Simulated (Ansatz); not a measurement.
`C=C=C[SiH3]` + H–F → `C=C=CF` + SiH₄ at 600 K and 1 bar (substitution at a C–Si bond).

Program: Ansatz. Geometries: PBE0-D4/def2-TZVP. ΔE: electronic, gas phase. CCSD(T)/CBS adds triple-zeta CCSD(T) − MP2 to the extrapolated MP2 energy (def2 sets, frozen cores). This one scheme is used for every species.

| species | CCSD(T)/CBS energy (Eh) | H − E (kJ/mol) | S (J/(mol·K)) |
| --- | --- | --- | --- |
| `C=C=C[SiH3]` | -406.77843 | 240.6 | 395.0 |
| H–F | -100.39570 | 42.3 | 194.0 |
| `C=C=CF` | -215.66729 | 166.5 | 333.7 |
| SiH₄ | -291.46306 | 108.7 | 242.3 |

H − E and S are ideal-gas, rigid-rotor, harmonic terms from PBE0-D4/def2-TZVP. 1 Eh = 2625.50 kJ/mol, R = 8.31446 J/(mol·K).

Q: By hand: ΔE, ΔH, ΔS and ΔG.

A: ΔE = (-215.66729) + (-291.46306) − (-406.77843) − (-100.39570) = 0.04378 Eh = 114.9 kJ/mol. Δ(H − E) = 166.5 + 108.7 − 240.6 − 42.3 = -7.7, so ΔH = 107.2 kJ/mol. ΔS = 333.7 + 242.3 − 395.0 − 194.0 = -13.0 J/(mol·K). ΔG = 107.2 − 600 × (-13.0)/1000 = 115.0 kJ/mol.

Q: By hand: the equilibrium constant, and the temperature at which ΔG would vanish if ΔH and ΔS stayed fixed.

A: log₁₀ K = −ΔG/(RT ln 10) = -10.0. ΔH and −TΔS have one sign here, so there is no such temperature.

The number of gas molecules stays the same, so ΔS is small and ΔH decides. A doubt of 5 kJ/mol in ΔE shifts log₁₀ K by 0.4 here. These are equilibria of isolated gas molecules and say nothing of rates. Largest T1 diagnostic: 0.013 (customary marks: 0.02 for closed shells, 0.045 for open ones).
